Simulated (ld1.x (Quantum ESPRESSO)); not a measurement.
Values are calculated unless marked as measured or tabulated.
## Pseudopotentials across the periodic table

Generated with ld1.x 7.5 (TM, RRKJ, ultrasoft, PAW), atompaw 4.2 or ONCVPSP 4.0.1. The cutoff is in Ry: for ld1.x and atompaw files where the sum of valence levels is converged to 10 mRy in a Bessel basis, for ONCV files where the hardest occupied wave has 1 mHa per electron of residual kinetic energy. The error is the largest all-electron minus pseudo excitation energy over each file’s own four to seven test configurations (ionisations up to +4, promotions, holes and added fractions of an electron), all of which were solved. The labels leave out finer settings (local radius, basis sizes, second energies), which also bear on the numbers. Spin-polarised tests are not counted. The rows are a selection from randomly drawn settings: files with unsolved tests, undetermined cutoffs or missed reference levels are left out.

```tsv
element	potential	cutoff (Ry)	largest error (meV)	bound ghosts
O	TM, PBE, fully relativistic, rc 0.85/1.45/1.15 (spd), local s, core correction no, reference 2s2 2p4	80	+2114	none
F	ultrasoft, BP86, scalar-relativistic, rc 0.85/1.20/0.95 (spd), local smoothed, core correction no, reference 2s1 2p6	50	+203	none
Al	RRKJ, LDA (PZ), scalar-relativistic, rc 1.75/2.35 (sp), local smoothed, core correction no, reference 3s2 3p1	12	+98	none
Cr	RRKJ, LDA (PZ), scalar-relativistic, rc 1.20/0.85/1.65/1.50 (spdf), local smoothed, core correction yes, reference 3s2 3p6 3d5 4s0 4p0	180	+354	none
Ni	RRKJ, BLYP, scalar-relativistic, rc 0.95/0.80/1.25 (spd), local d, core correction no, reference 3s2 3p6 3d8 4s0 4p0	230	-755	none
Te	PAW, PBE, scalar-relativistic, rc 1.25/1.65/1.35 (spd), local smoothed, core correction yes, reference 4s2 4p6 4d10 5s2 5p4	90	-63	none
Pb	TM, PBEsol, scalar-relativistic, rc 2.10/2.00/1.40 (spd), local s, core correction yes, reference 5d10 6s2 6p2	55	-161	none
```

Problem. Fill in the row for Cd: PAW, LDA (PZ), scalar-relativistic, rc 2.25/1.45/1.60 (spd), local smoothed, core correction yes, reference 4p6 4d10 5s1.75 5p0.25.

Solution. cutoff 60 Ry, largest error -53 meV, bound ghosts: none.

Problem. Fill in the row for Be: TM semilocal, LDA (PZ), non-relativistic, rc 1.45/3.50/3.40 (spd), local p, core correction no, reference 2s1.75 2p0.25.

Solution. cutoff 10 Ry, largest error -68 meV, bound ghosts: none.

Problem. Fill in the row for Ag: ultrasoft, PBE, scalar-relativistic, rc 1.55/1.40/1.60 (spd), local smoothed, core correction yes, reference 4s2 4p6 4d10 5s1 5p0.

Solution. cutoff 55 Ry, largest error -98 meV, bound ghosts: none.
